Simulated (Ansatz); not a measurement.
`[BH2][AlH][SbH2]` + HCl → `[Cl][SbH2]` + `[BH2][AlH2]` at 500 K and 1 bar (cleavage of the Sb–Al bond).

Gas-phase electronic energies from Ansatz, PBE0-D4/def2-TZVP geometries. CBS: MP2 limit from def2 TZ/QZ plus the TZ coupled-cluster correction, frozen cores. This one scheme is used for every species. Elements past krypton have def2 core potentials. For Sb outer-core shells are correlated without core-valence functions, which leaves a few kJ/mol of doubt a bond.

| species | CCSD(T)/CBS energy (Eh) | H − E (kJ/mol) | S (J/(mol·K)) |
| --- | --- | --- | --- |
| `[BH2][AlH][SbH2]` | -509.77411 | 147.9 | 412.3 |
| HCl | -460.38127 | 32.5 | 201.9 |
| `[Cl][SbH2]` | -701.00845 | 61.2 | 307.5 |
| `[BH2][AlH2]` | -269.14094 | 113.4 | 300.6 |

H − E and S are ideal-gas, rigid-rotor, harmonic terms from PBE0-D4/def2-TZVP, for one conformer and one mirror image of each species. 1 Eh = 2625.50 kJ/mol, R = 8.31446 J/(mol·K).

Q: By hand: ΔE, ΔH, ΔS and ΔG.

A: ΔE = (-701.00845) + (-269.14094) − (-509.77411) − (-460.38127) = 0.00599 Eh = 15.7 kJ/mol. Δ(H − E) = 61.2 + 113.4 − 147.9 − 32.5 = -5.8, so ΔH = 9.9 kJ/mol. ΔS = 307.5 + 300.6 − 412.3 − 201.9 = -6.1 J/(mol·K). ΔG = 9.9 − 500 × (-6.1)/1000 = 12.9 kJ/mol.

Q: By hand: the equilibrium constant, and the temperature at which ΔG would vanish if ΔH and ΔS stayed fixed.

A: log₁₀ K = −ΔG/(RT ln 10) = -1.3. ΔH and −TΔS have one sign here, so there is no such temperature.

The number of gas molecules stays the same, so ΔS is small and ΔH decides. A doubt of 5 kJ/mol in ΔE shifts log₁₀ K by 0.5 here. Other conformers and mirror images would add mixing entropy, several J/(mol·K) or more a flexible species. These are equilibria of isolated gas molecules and say nothing of rates. Largest T1 diagnostic: 0.014 (customary marks: 0.02 for closed shells, 0.045 for open ones).

ΔS is within the doubt of such terms, so its sign, and with it that verdict, could turn.
